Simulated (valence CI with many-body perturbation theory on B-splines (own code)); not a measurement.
Rb15+ in brief

Level of theory: relativistic CI+MBPT: four valence electrons over a frozen Dirac-Fock core [Ar], a basis of 7 s, 7 p, 8 d, 6 f, 4 g, 1 h functions for each j, with the one-electron correlation potential Σ1 (screened to all orders), the two-electron term Σ2, the three-electron term Σ3, Breit, model QED; selected single and double excitations, second order for the rest, scaled by the run's own slope (own B-spline code, finite nucleus).

No measured levels were compared; by estimate terms of the open shell hold to 2 to 4 % of their energy, and close levels can change places. The list stops below the first excitations out of the core. Only levels of the ground parity were solved; by the run's estimate the other parity begins above the list, which can be wrong where configurations are misplaced.

Names give the largest LS component (configuration and term), which can be under half, so a name can repeat, a term be missing and a line seem to break the LS rules; names also repeat where a configuration has a term twice.

Rates and lifetimes use the calculated energies. Strong lines usually hold to 10 to 20 %, long lifetimes can be off by a factor of two.

What is the ground level?

3d4 5D_0, composition 92 % 3d4 5D + 8 % 3d4 3P.

How is the term 5D of the ground level split?

J = 0 at 0.000, J = 1 at 0.386, J = 2 at 0.925, J = 3 at 1.515, J = 4 at 2.116 eV.

How well does LS coupling describe the low levels?

Among the lowest 20 levels the leading LS term, summed over configurations, holds 82 % on average. For single configurations the figures are 82 % in LS and 59 % in jj coupling. Terms mix most in the J = 3 level at 10.202 eV, where the leading one holds 50 %.

What is the ionisation energy?

550.05 eV; NIST lists 550 ± 3 eV (theoretical).
